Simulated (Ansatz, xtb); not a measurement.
# Relative energy of two isomers of C5H4ClF

Structure X is `FC1=CCC=C1Cl`, a singlet and structure Y is `FC1=C(Cl)CC=C1`, a singlet. Both are isolated molecules in the gas phase, relaxed with B3LYP-D3(BJ)/def2-SVP.

Quicker runs give these differences E(Y) − E(X): GFN2-xTB −0.006 eV; HF/STO-3G −0.004 eV (at GFN2-xTB geometries); r2SCAN-D4/def2-SVP +0.024 eV (at GFN2-xTB geometries).

**Question.** Estimate which is lower in electronic energy at CCSD(T)/def2-SVP + ΔMP2/def2-TZVPP, and by roughly how much.

**Answer.** Too close to call at this level: CCSD(T)/def2-SVP + ΔMP2/def2-TZVPP gives E(Y) − E(X) = +0.019 eV.

Level by level:

| level | geometry | E(Y) − E(X) (eV) | departure from the last row (eV) | job, with rough time for the two |
| --- | --- | --- | --- | --- |
| GFN2-xTB | GFN2-xTB | −0.006 | −0.025 | optimisation, 0.25 s |
| HF/STO-3G | GFN2-xTB | −0.004 | −0.023 | single point, 0.82 s |
| r2SCAN-D4/def2-SVP | GFN2-xTB | +0.024 | +0.005 | single point, 6.2 s |
| B3LYP-D3(BJ)/def2-SVP | B3LYP-D3(BJ)/def2-SVP | +0.022 | +0.003 | optimisation, 56 s |
| HF/def2-SVP | B3LYP-D3(BJ)/def2-SVP | +0.016 | −0.003 | part of the CCSD(T) run |
| MP2/def2-SVP | B3LYP-D3(BJ)/def2-SVP | +0.023 | +0.004 | part of the CCSD(T) run |
| CCSD(T)/def2-SVP | B3LYP-D3(BJ)/def2-SVP | +0.019 | 0.000 | single point |
| CCSD(T)/def2-SVP + ΔMP2/def2-TZVPP | B3LYP-D3(BJ)/def2-SVP | +0.019 |  | single point, 1.7 min |

As drawn, both hold the same kinds of bond in the same numbers.

The largest departure from CCSD(T)/def2-SVP + ΔMP2/def2-TZVPP is that of GFN2-xTB, 0.025 eV. The last row adds to CCSD(T) the change of the MP2 difference between the two basis sets, here 0.000 eV.

With thermal terms from frequencies at re-optimised GFN2-xTB minima (ideal gas, soft modes damped towards free rotors, one conformer each, 298.15 K, 1 atm): the zero-point term adds +0.003 eV; ΔH is +0.022 and ΔG +0.021 eV.

The correlated steps freeze 11 core orbitals. Codes used: Ansatz 0.2.0, xtb 6.7.1; the last row on 2 threads of AMD EPYC 7R43 64-Core Processor (Zen 3) on a shared host.
